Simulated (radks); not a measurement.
Question: The chromium ion Cr23+, 1s1. Calculated with a radial shooting solver on a logarithmic mesh with Libxc functionals: non-relativistic Kohn-Sham, PBE, spin-polarised, spherical densities, point nucleus. Every spin shell is full or empty, so the densities are truly spherical. Functionals are evaluated on that one density, not self-consistently. Rank these exchange functionals by their error against the exact value of the orbitals, and give that value: LDA, PBE, RPBE, PW91, PW86, SOGGA, B86b, G96, EV93, APBE, revTPSS, SCAN, TASK.

Answer: Exact: -7.49368 hartree. From best to worst, with 100 (|E| - |E exact|)/|E exact| (equal figures are ties): revTPSS +0.01, TASK +0.01, SCAN +0.01, PW86 -0.34, G96 -0.40, RPBE -0.40, APBE -0.55, B86b -1.13, PW91 -1.78, PBE -2.08, EV93 +3.71, SOGGA -6.55, LDA -14.22.
